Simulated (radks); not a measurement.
The numbers below are computed, except where a source is named.
Problem. Ionisation of Tb, [Xe] 4f9 6s2, to Tb+, [Xe] 4f9 6s1, under several functionals. Dirac Kohn-Sham, spin-unpolarised, spherical densities, finite nucleus; open shells fill j = l - 1/2 first; a radial shooting solver on a logarithmic mesh with Libxc functionals. Known Delta-SCF values: exchange-only LDA 5.510 eV. What does AM05 give, and what is its highest occupied eigenvalue?

Solution. 6.117 eV by Delta-SCF; the 4f7/2 eigenvalue is -2.610 eV. NIST: 5.864 eV (measured).

Beside tabulated values, note that spin-unpolarised runs miss the spin-polarisation part of the exchange energy of open shells.
